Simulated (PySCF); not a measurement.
PySCF input file for FGeH₃O, SMILES [OH][GeH2][F], C-PCM-ωB97X/def2-SVP. The structure is a stationary point at B3LYP-D3(BJ)/def2-TZVP. The values are those of a single conformer.

```python
import numpy as np
from pyscf import gto, scf, dft
from pyscf.solvent import pcm

mol = gto.M(
    atom='''
    Ge   -0.22397004   -0.25375190    0.02841101
    O     1.46018446   -0.38325989   -0.50496715
    F    -0.56495333    1.44069971    0.30290699
    H    -1.07732271   -0.71748366   -1.14944499
    H    -0.45465795   -0.93089485    1.38672812
    H     2.10212632   -0.13177911    0.16713879
    ''',
    basis='def2-SVP',
    charge=0,
    spin=0,
    max_memory=1600,
    verbose=3,
)
mf = dft.RKS(mol, xc='wb97x').density_fit(auxbasis='def2-universal-jkfit')
mf.grids.level = 3
mf.conv_tol = 1e-9
mf.max_cycle = 100
mf.kernel()
res = {}
for name, eps in {'water': 78.355, '2-propanol': 19.264, 'benzene': 2.2706}.items():
    s = mf.PCM()
    s.with_solvent.method, s.with_solvent.eps, s.with_solvent.lebedev_order = 'C-PCM', eps, 29
    s.kernel(mf.make_rdm1())
    res[name] = (s.e_tot, eps, s.dip_moment(), s.mo_energy, s.converged)
    print(f'{name}: electrostatic solvation free energy {(s.e_tot - mf.e_tot) * 627.509474:.3f} kcal/mol')
```

It prints:

```
converged SCF energy = -2253.5261002729

WARN: PCM is an experimental feature. It is still in testing.
Features and APIs may be changed in the future.

converged SCF energy = -2253.53582257796
Dipole moment(X, Y, Z, Debye):  0.25078, -1.94349,  1.37632
water: electrostatic solvation free energy -6.101 kcal/mol

WARN: PCM is an experimental feature. It is still in testing.
Features and APIs may be changed in the future.

converged SCF energy = -2253.53539800147
Dipole moment(X, Y, Z, Debye):  0.25020, -1.92946,  1.36386
2-propanol: electrostatic solvation free energy -5.834 kcal/mol

WARN: PCM is an experimental feature. It is still in testing.
Features and APIs may be changed in the future.

converged SCF energy = -2253.53137145196
Dipole moment(X, Y, Z, Debye):  0.24374, -1.80046,  1.25176
benzene: electrostatic solvation free energy -3.308 kcal/mol
```

The calculation finished and met its thresholds.

Cost: around 50 core-seconds (rough).
